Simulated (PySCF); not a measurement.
# BOBr + HBr → HBO + Br₂

Level: PBE0 in the def2-TZVP basis family, all electrons, no relativity, computed in PySCF with density fitting; open shells unrestricted.

| species | state and structure | E (Eh) | ZPE (kJ/mol) | H(298 K) − H(0) (kJ/mol) | S° (J/(mol K)) |
| --- | --- | --- | --- | --- | --- |
| BOBr | singlet, C∞v, B–Br 1.835 Å, B–O 1.203 Å; Br–B–O 180.0° | -2673.93003 | 19.9 | 10.9 | 248.0 |
| HBr | singlet, C∞v, H–Br 1.421 Å | -2574.45811 | 16.0 | 8.7 | 198.5 |
| HBO | singlet, C∞v, B–H 1.173 Å, B–O 1.198 Å; H–B–O 180.0° | -100.62873 | 37.8 | 9.1 | 202.7 |
| Br₂ | singlet, D∞h, Br–Br 2.281 Å | -5147.70672 | 2.0 | 9.7 | 244.8 |

Q: What is the electronic reaction energy?

A: At PBE0/def2-TZVP, ΔE = 138.3 kJ/mol from the differences of the total energies times 2625.5, uphill. 

Q: Add zero-point, thermal and entropy terms for 298.15 K and 1 bar.

A: ΔZPE = 3.9 and Δ[H(298) − H(0)] = -0.8 kJ/mol give ΔH° = 141.4 kJ/mol. ΔS° = 1.0 J/(mol K), so ΔG° = 141.4 − 298.15 × (0.0010) = 141 kJ/mol and log₁₀K = -24.7.

The structures come from searches over a few start shapes, so lower isomers are not excluded.
